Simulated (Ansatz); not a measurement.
`CC[N](C)[Hf]([Cl])([Cl])[Cl]` at its PBE0-D4/def2-TZVP geometry, where that method's forces vanish. Charge 0, multiplicity 1. Hf: def2 effective core potential.

```tsv
atom	x (Å)	y (Å)	z (Å)
C1	1.364	0.714	1.444
C2	-0.054	0.215	1.218
N3	-0.319	-0.200	-0.147
C4	0.358	-1.413	-0.564
Hf5	-1.478	0.572	-1.558
Cl6	-3.085	-1.058	-2.093
Cl7	-2.430	2.529	-0.697
Cl8	-0.111	0.978	-3.426
H9	1.582	1.565	0.795
H10	1.488	1.033	2.481
H11	2.105	-0.063	1.248
H12	-0.264	-0.627	1.892
H13	-0.761	1.007	1.479
H14	1.447	-1.295	-0.588
H15	0.104	-2.252	0.095
H16	0.053	-1.703	-1.579
```

Task: For each bond, give half the difference of the two atoms' forces along it (eV/Å; positive pushes the atoms apart) under PBE-D4, r2SCAN-D4, B3LYP-D4, ωB97M-V in def2-TZVPP. (Estimate.)

Result: Computed: 
| bond | length (Å) | PBE-D4 | r2SCAN-D4 | B3LYP-D4 | ωB97M-V |
| --- | --- | --- | --- | --- | --- |
| C1–C2 | 1.520 | 0.01 | 0.09 | 0.18 | 0.13 |
| C1–H9 | 1.092 | 0.10 | -0.03 | -0.06 | -0.06 |
| C1–H11 | 1.092 | 0.10 | -0.04 | -0.07 | -0.07 |
| C2–N3 | 1.451 | 0.03 | 0.09 | 0.11 | 0.17 |
| C2–H12 | 1.099 | 0.12 | -0.05 | -0.11 | -0.14 |
| C2–H13 | 1.093 | 0.09 | -0.06 | -0.14 | -0.11 |
| N3–C4 | 1.451 | 0.07 | 0.15 | 0.19 | 0.27 |
| N3–Hf5 | 1.983 | 0.12 | 0.02 | 0.02 | -0.16 |
| C4–Hf5 | 2.881 | 0.15 | 0.13 | 0.17 | 0.11 |
| C4–H14 | 1.095 | 0.10 | -0.05 | -0.09 | -0.12 |
| C4–H15 | 1.097 | 0.11 | -0.03 | -0.08 | -0.11 |
| Hf5–Cl6 | 2.351 | 0.06 | 0.04 | 0.13 | 0.07 |
| Hf5–Cl7 | 2.341 | 0.03 | 0.04 | 0.09 | 0.07 |
| Hf5–Cl8 | 2.350 | 0.06 | 0.04 | 0.13 | 0.07 |

B3LYP here is the variant with VWN-RPA as its local correlation; programs differ in this.
